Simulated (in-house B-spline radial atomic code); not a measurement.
## Ionising Fe²⁺ with different functionals

Computed with an all-electron radial atomic-structure program (B-spline basis): non-relativistic Hamiltonian, point nucleus, spin-polarised at highest spin, spherical fractional occupations for the functionals, the average over the highest-spin determinants for Hartree-Fock. The ionisation energy is the difference of two self-consistent energies, [Ar] 3d6 → [Ar] 3d5, without Breit or QED terms; ε is the level of the shell that loses the electron (its least bound occupied spin orbital).

Hybrids are left out here: with spherical fractional occupations of an open shell their exact exchange keeps a self-interaction that integer-occupation calculations don't have.

```csv
method,rung,ΔSCF (eV),-ε(3d) (eV)
Hartree-Fock,Hartree-Fock,28.40,30.99
LDA VWN5,LDA,31.85,23.84
LDA PW92,LDA,31.85,23.84
LDA exchange-only,LDA,29.76,21.92
PBE,GGA,31.39,23.41
PBEsol,GGA,31.35,23.36
BLYP,GGA,31.51,23.50
RPBE,GGA,31.28,23.29
PW91,GGA,31.54,23.52
BP86,GGA,31.54,23.54
AM05,GGA,31.37,23.38
OLYP,GGA,31.25,23.21
TPSS,meta-GGA,31.06,23.09
SCAN,meta-GGA,30.14,22.43
r2SCAN,meta-GGA,30.18,22.45
M06-L,meta-GGA,30.10,22.16
revTPSS,meta-GGA,30.81,22.88
```

(1) How do they compare with the NIST value?

Answers

(1) NIST lists 30.65 eV ± 0.012 (measured, ground level to ground level). Errors run from -2.26 to +1.20 eV; revTPSS is closest (+0.15 eV), but part of that can be cancellation, since the calculations leave out relativity, Breit-QED terms, multiplet and fine-structure energies. Hartree-Fock also lacks correlation.
